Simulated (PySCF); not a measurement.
C4H6BFO, SMILES O1CC=CCB1F. Geometry optimised at B3LYP-D3(BJ)/def2-SVP. The structure was generated by enumeration, and PubChem lists no compound with its InChIKey, so it may never have been made. Other conformers were not sampled.

Computed equilibrium geometry at B3LYP-D3(BJ)/def2-SVP (PySCF confirms it by a frequency run) as bond lengths and angles, and its point group (one conformer of several):
point group Cs.
Atoms: F1 B2 C3 C4 C5 C6 O7 H8 H9 H10 H11 H12 H13. Bond lengths (Å): F1–B2 1.335, B2–C3 1.573, B2–O7 1.347, C3–C4 1.505, C3–H8 1.107, C3–H9 1.107, C4–C5 1.337, C4–H10 1.096, C5–C6 1.501, C5–H11 1.095, C6–O7 1.419, C6–H12 1.106, C6–H13 1.106. Bond angles (°): F1–B2–C3 120.8, F1–B2–O7 116.2, C3–B2–O7 123.0, B2–C3–C4 111.4, B2–C3–H8 109.6, B2–C3–H9 109.6, C4–C3–H8 111.1, C4–C3–H9 111.1, H8–C3–H9 104.0, C3–C4–C5 122.4, C3–C4–H10 118.5, C5–C4–H10 119.1, C4–C5–C6 124.4, C4–C5–H11 120.6, C6–C5–H11 115.1, C5–C6–O7 115.3, C5–C6–H12 109.9, C5–C6–H13 109.9, O7–C6–H12 107.7, O7–C6–H13 107.7, H12–C6–H13 105.9, B2–O7–C6 123.6.
Charge 0, spin multiplicity 1.
